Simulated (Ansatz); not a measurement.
One geometry of Ag(CO)H (CHAgO), several levels of theory.

```yaml
crystal:
  periodic: [false, false, false]
  atoms:
    - {symbol: Ag, position_ang: [-0.059839, 0.169564, -0.879412]}
    - {symbol: C, position_ang: [0.078099, -0.218848, 1.131703]}
    - {symbol: O, position_ang: [0.150295, -0.431136, 2.230095]}
    - {symbol: H, position_ang: [-0.168555, 0.480419, -2.482386]}
basis:
  gaussian: {orbitals: def2-TZVPD, initial_orbitals: start.molden}
correlation: {method: ccsd_t}
scf: {omitted_lower_state_checks: [starts]}
output: {orbitals: {seedname: orbitals}}
```

The file start.molden holds the orbitals of an earlier run on this structure, at another level or in another basis.

```sh
$ ansatz run in.yaml --threads 4 --pin off --events-out ev --progress --plain --max-ram 3916MiB
```

Shortened log:

```
Functional definition: HF
950 factors; integrals over basis functions are off by at most 1.0e-3 eV
mean field evaluation 1: about -7059.0506 eV, gradient 2.0e1 eV
mean field evaluation 2: about -7059.7437 eV, gradient 9.8e-1 eV
mean field evaluation 4: about -7059.9771 eV, gradient 2.2e-2 eV
mean field evaluation 8: about -7059.9772 eV, gradient 1.4e-6 eV
mean field -7059.97718710 eV, -259.4493762014 hartree, gradient 4.2e-6 eV, S^2 0.000000; 0 other end points of the search recorded, 0 dependent functions left out
2 core orbitals not correlated: weight in the atoms' cores, before any rotation towards them, 1.000 or more for the frozen orbitals, at most 0.000 for the correlated occupied ones
reference -7059.97718710 eV, -259.4493762014 hartree; 15, 15 occupied and 109, 109 virtual orbitals, 950 factors
second order -24.04858896 eV of doubles, -0.00000000 eV of singles
cycle   1  -22.33556858 eV  change     1.7e0 eV  update   1.6e-1
cycle   2  -23.09167798 eV  change   -7.6e-1 eV  update   6.1e-2
cycle   3  -23.27154736 eV  change   -1.8e-1 eV  update   3.0e-2
cycle   4  -23.25936460 eV  change    1.2e-2 eV  update   1.1e-2
cycle   5  -23.23741634 eV  change    2.2e-2 eV  update   4.3e-3
cycle   6  -23.24158293 eV  change   -4.2e-3 eV  update   1.5e-3
cycle   7  -23.24232117 eV  change   -7.4e-4 eV  update   5.8e-4
cycle   8  -23.24178443 eV  change    5.4e-4 eV  update   2.3e-4
cycle   9  -23.24170853 eV  change    7.6e-5 eV  update   8.6e-5
cycle  10  -23.24181484 eV  change   -1.1e-4 eV  update   3.5e-5
cycle  11  -23.24176002 eV  change    5.5e-5 eV  update   1.5e-5
cycle  12  -23.24175994 eV  change    8.5e-8 eV  update   6.4e-6
perturbative correction -0.85610049 eV, -0.0314611126 hartree
Total energy: -7084.07504752 eV, -260.3349562379 hartree
Checks for a lower state left out: starts
```

It took 13 s on 4 threads of Arm Neoverse V1 on a shared host, peak host memory 0.81 GiB.

As the first input, with `gaussian: {orbitals: def2-TZVP, initial_orbitals: start.molden}`, `hamiltonian: {xc: {text: "exchange = 0.50*pbe_x + 0.50*exact_x\ncorrelation = pbe_c"}}` and without the key `correlation` (abridged; 0.7 s):

```
Functional definition: unnamed
mean field -7096.45867181 eV, -260.7900460366 hartree, gradient 9.1e-6 eV, S^2 0.000000
Total energy: -7096.45869284 eV, -260.7900468092 hartree
Checks for a lower state left out: starts
```

First input, but with `gaussian: {orbitals: def2-TZVP, initial_orbitals: start.molden}`, `hamiltonian: {xc: {name: revPBE}, dispersion: d4}`, `output: {forces: true, orbitals: {seedname: orbitals}}` and without the key `correlation` (abridged; 0.65 s):

```
Functional definition: revPBE
mean field -7101.67011887 eV, -260.9815631836 hartree, gradient 1.8e-5 eV, S^2 0.000000
Total energy: -7101.86029094 eV, -260.9885518782 hartree
Atom 0 force     0.013170    -0.020367     0.114307 eV/Å
Atom 1 force    -0.153492     0.431969    -2.243922 eV/Å
Atom 2 force     0.147627    -0.425482     2.205153 eV/Å
Atom 3 force    -0.007305     0.013880    -0.075537 eV/Å
Dipole moment:     0.049576    -0.140809     0.726893 e Å
Checks for a lower state left out: starts
```

As the first input, with `gaussian: {orbitals: def2-TZVP, initial_orbitals: start.molden}`, `hamiltonian: {xc: {text: "exchange = 0.90*pbe_x + 0.10*exact_x\ncorrelation = pbe_c"}}` and without the key `correlation` (abridged; 0.6 s):

```
Functional definition: unnamed
mean field -7097.51076368 eV, -260.8287096995 hartree, gradient 3.3e-5 eV, S^2 0.000000
Total energy: -7097.51080213 eV, -260.8287111125 hartree
Checks for a lower state left out: starts
```

First input, but with `gaussian: {orbitals: def2-TZVP, initial_orbitals: start.molden}`, `hamiltonian: {xc: pbe}`, `correlation: {method: rpa}` and without the key `output` (abridged; 1.2 s):

```
Functional definition: PBE
mean field -7097.85673478 eV, -260.8414239030 hartree, gradient 1.6e-6 eV, S^2 0.000000
2 core orbitals not correlated: weight in the atoms' cores, before any rotation towards them, 1.000 or more for the frozen orbitals, at most 0.000 for the correlated occupied ones
Total energy: -7092.15300765 eV, -260.6318157971 hartree
Checks for a lower state left out: starts
```

The first input with `gaussian: {orbitals: def2-TZVP, initial_orbitals: start.molden}`, `correlation: {method: mp2}` (abridged; 0.5 s):

```
Functional definition: HF
mean field -7059.96765875 eV, -259.4490260411 hartree, gradient 5.3e-6 eV, S^2 0.000000
2 core orbitals not correlated: weight in the atoms' cores, before any rotation towards them, 1.000 or more for the frozen orbitals, at most 0.000 for the correlated occupied ones
second order -23.93188958 eV of doubles, -0.00000000 eV of singles
Total energy: -7083.89954833 eV, -260.3285067617 hartree
Checks for a lower state left out: starts
```

As the first input, with `gaussian: {orbitals: def2-TZVPP, initial_orbitals: start.molden}` (abridged; 15 s):

```
Functional definition: HF
mean field -7060.00255734 eV, -259.4503085406 hartree, gradient 6.2e-6 eV, S^2 0.000000
2 core orbitals not correlated: weight in the atoms' cores, before any rotation towards them, 1.000 or more for the frozen orbitals, at most 0.000 for the correlated occupied ones
second order -29.35077963 eV of doubles, -0.00000000 eV of singles
cycle   1  -27.28226457 eV  change     2.1e0 eV  update   1.6e-1
cycle   2  -28.14516567 eV  change   -8.6e-1 eV  update   6.3e-2
cycle   3  -28.35019581 eV  change   -2.1e-1 eV  update   2.8e-2
cycle   4  -28.33622219 eV  change    1.4e-2 eV  update   1.1e-2
cycle   5  -28.30803713 eV  change    2.8e-2 eV  update   4.0e-3
cycle   6  -28.31148765 eV  change   -3.5e-3 eV  update   1.5e-3
cycle   7  -28.31262918 eV  change   -1.1e-3 eV  update   5.1e-4
cycle   8  -28.31213076 eV  change    5.0e-4 eV  update   2.1e-4
cycle   9  -28.31202341 eV  change    1.1e-4 eV  update   6.7e-5
cycle  10  -28.31211742 eV  change   -9.4e-5 eV  update   2.5e-5
cycle  11  -28.31206126 eV  change    5.6e-5 eV  update   1.1e-5
cycle  12  -28.31205862 eV  change    2.6e-6 eV  update   4.6e-6
perturbative correction -1.12915543 eV, -0.0414956966 hartree
Total energy: -7089.44377138 eV, -260.5322532008 hartree
Checks for a lower state left out: starts
```

Geometry: PBE0-D4/def2-TZVP.

In the def2 sets Ag takes a core potential; there is no spin–orbit coupling. Correlated methods freeze 2 core orbitals; core or outer-core shells of Ag are correlated, in sets that lack core-valence functions. At MP2/def2-TZVP the test of the restricted singlet for broken spin symmetry was undecided.
